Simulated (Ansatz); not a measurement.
Species: AlNH$_{3}$Cl, charge 0, singlet. AlNH3Cl (SMILES [NH2][AlH][Cl]).
B3LYP-D3(BJ)/def2-TZVP minimum from Ansatz (an electronic-structure program):
```
Al
N 1 1.7596
H 2 1.0080 1 124.97
H 2 1.0081 3 110.63 1 180.00
H 1 1.5636 2 121.82 3 180.00
Cl 1 2.1069 5 120.70 2 -180.00
```

Total energies in hartree (Ansatz). Open shells are spin-unrestricted; no spin-orbit coupling. Cores are frozen in correlated methods. No relativity. For partners of very few electrons the exact lower level stands in for a higher one.

| species | HF/cc-pV(T+d)Z | CCSD(T)/cc-pV(T+d)Z | HF/cc-pV(Q+d)Z | CCSD(T)/cc-pV(Q+d)Z | CCSD(T)/cc-pV(D+d)Z | CCSDT(Q)/cc-pV(D+d)Z |
|---|---|---|---|---|---|---|
| 1: AlNH3Cl (SMILES [NH2][AlH][Cl]) | -757.78563 | -758.32088 | -757.79675 | -758.37157 | -758.15309 | -758.15476 |
| 2: Al (doublet) | -241.87908 | -241.93131 | -241.88044 | -241.93374 | -241.92191 | -241.92229 |
| 3: H (doublet) | -0.49981 | -0.49981 | -0.49995 | -0.49995 | -0.49928 | -0.49928 |
| 4: Cl (doublet) | -459.48556 | -459.67356 | -459.48916 | -459.69449 | -459.60403 | -459.60445 |
| 5: N (quartet) | -54.40069 | -54.51471 | -54.40372 | -54.52482 | -54.47850 | -54.47866 |

Q: Work out the atomisation energy (electronic, to ground-state atoms) in kcal/mol: take Hartree-Fock from cc-pV(Q+d)Z, extrapolate the CCSD(T) correlation energy as X^-3 (X = 3, 4), and add CCSDT(Q) - CCSD(T) in cc-pV(D+d)Z. 1 hartree = 627.51 kcal/mol.

A: 
Species 1: correlation (64·(-0.57482) - 27·(-0.53525))/37 = -0.60370; step -0.00167; E1 = -757.79675 + (-0.60370) + (-0.00167) = -758.40212
Species 2: correlation (64·(-0.05330) - 27·(-0.05223))/37 = -0.05408; step -0.00038; E2 = -241.88044 + (-0.05408) + (-0.00038) = -241.93490
Species 3: correlation (64·(0.00000) - 27·(0.00000))/37 = 0.00000; step +0.00000; E3 = -0.49995 + (0.00000) + (+0.00000) = -0.49995
Species 4: correlation (64·(-0.20533) - 27·(-0.18800))/37 = -0.21798; step -0.00042; E4 = -459.48916 + (-0.21798) + (-0.00042) = -459.70756
Species 5: correlation (64·(-0.12110) - 27·(-0.11402))/37 = -0.12627; step -0.00016; E5 = -54.40372 + (-0.12627) + (-0.00016) = -54.53015
-1·E1 +1·E2 +3·E3 +1·E4 +1·E5 = 0.72966 hartree = 457.9 kcal/mol.
